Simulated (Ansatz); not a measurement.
`OB1OC1S` + HCl → `OB1OC1Cl` + H₂S at 400 K and 1 bar (substitution at a C–S bond).

Isolated molecules relaxed with PBE0-D4/def2-TZVP in Ansatz; ΔE leaves out vibrations. CCSD(T)/CBS adds triple-zeta CCSD(T) − MP2 to the extrapolated MP2 energy (def2 sets, frozen cores). This one scheme is used for every species. One conformer a species, not always the lowest.

```json
{"species": "`OB1OC1S`", "CCSD(T)/CBS energy (Eh)": "-612.81567", "H − E (kJ/mol)": "154.8", "S (J/(mol·K))": "339.1"}
{"species": "HCl", "CCSD(T)/CBS energy (Eh)": "-460.38127", "H − E (kJ/mol)": "29.6", "S (J/(mol·K))": "195.4"}
{"species": "`OB1OC1Cl`", "CCSD(T)/CBS energy (Eh)": "-674.21647", "H − E (kJ/mol)": "129.7", "S (J/(mol·K))": "328.5"}
{"species": "H₂S", "CCSD(T)/CBS energy (Eh)": "-398.97279", "H − E (kJ/mol)": "53.4", "S (J/(mol·K))": "215.9"}
```

H − E and S are ideal-gas, rigid-rotor, harmonic terms from PBE0-D4/def2-TZVP, for one conformer and one mirror image of each species. 1 Eh = 2625.50 kJ/mol, R = 8.31446 J/(mol·K).

**Question.** By hand: ΔE, ΔH, ΔS and ΔG.

**Answer.** ΔE = (-674.21647) + (-398.97279) − (-612.81567) − (-460.38127) = 0.00768 Eh = 20.2 kJ/mol. Δ(H − E) = 129.7 + 53.4 − 154.8 − 29.6 = -1.3, so ΔH = 18.9 kJ/mol. ΔS = 328.5 + 215.9 − 339.1 − 195.4 = 9.9 J/(mol·K). ΔG = 18.9 − 400 × (9.9)/1000 = 14.9 kJ/mol.

**Question.** By hand: the equilibrium constant, and the temperature at which ΔG would vanish if ΔH and ΔS stayed fixed.

**Answer.** log₁₀ K = −ΔG/(RT ln 10) = -1.9. ΔG = 0 at ΔH/ΔS = 1909 K, though so small a ΔS makes that figure unsure.

The number of gas molecules stays the same, so ΔS is small and ΔH decides. A doubt of 5 kJ/mol in ΔE shifts log₁₀ K by 0.7 here. Other conformers and mirror images would add mixing entropy, several J/(mol·K) or more a flexible species. These are equilibria of isolated gas molecules and say nothing of rates. Largest T1 diagnostic: 0.014 (customary marks: 0.02 for closed shells, 0.045 for open ones).
